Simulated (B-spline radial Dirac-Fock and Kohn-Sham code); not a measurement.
# K-line shifts caused by a second vacancy in Te²⁻

System: Te²⁻ in the configuration [Kr] 4d10 5s2 5p6, inside a Watson sphere of charge +2 and radius 2.652 Å (a model of the Madelung potential; inside it an electron's potential energy is lowered by 10.9 eV).

Input of the calculation (task.json; shells as n, l, electrons):

```json
{"items": [{
  "Z": 52,
  "q": -2,
  "cfg": [[1, 0, 2], [2, 0, 2], [2, 1, 6], [3, 0, 2], [3, 1, 6], [3, 2, 10], [4, 0, 2], [4, 1, 6], [4, 2, 10], [5, 0, 2], [5, 1, 6]],
  "A": 130,
  "rrms": 4.7423,
  "watson": [2, 2.652],
  "do": ["binding", "quiet", "double"]
}]}
```

Launch: `python xray_run.py task.json out`

Calculated with an atomic code on a B-spline grid, using Dirac-Fock ΔSCF + Breit + QED. Each two-hole energy is an average over J within one jj subconfiguration, not an observable level; in light atoms, where LS coupling holds, the j-resolved values are not observed lines, and for a K spectator the Kα1 hypersatellite is nearly forbidden. No correlation.

Lines without a spectator: Kα2 (K-L2) 27199.2 eV, Kα1 (K-L3) 27470.1 eV, Kβ3 (K-M2) 30939.2 eV, Kβ1 (K-M3) 30990.9 eV. Shifts in eV with one spectator hole (a dash: not computed, or left out as unreliable):

```
spectator hole    Kα2     Kα1     Kβ3     Kβ1
    L2 (2p1/2)  +67.5   +85.7       –  +179.7
    L3 (2p3/2)  +64.6   +65.3  +157.0       –
    M2 (3p1/2)      –  +10.04  +22.30  +27.08
    M3 (3p3/2)  +7.15       –  +22.57  +22.05
    M4 (3d3/2)  +1.26   -1.54       –       –
    M5 (3d5/2)  -2.09    0.00       –       –
```

Problem. Where does the K-L3 hypersatellite lie, emitted when both K electrons are missing?

Solution. +626.4 eV from the normal line, at 28096.5 eV. Removing both K electrons costs 64471.2 eV, which is 838.8 eV more than twice the K binding energy.

With n spectator holes in 2p, averaged over the 2p shell (energies in eV):

```
n     KαLⁿ   step  hypersatellite KαʰLⁿ
0  27379.7      –               27999.1
1  27450.4  +70.7               28071.3
2  27522.4  +72.0               28144.8
3  27595.6  +73.2               28219.5
4  27670.2  +74.5               28295.5
5  27746.0  +75.8               28372.9
```
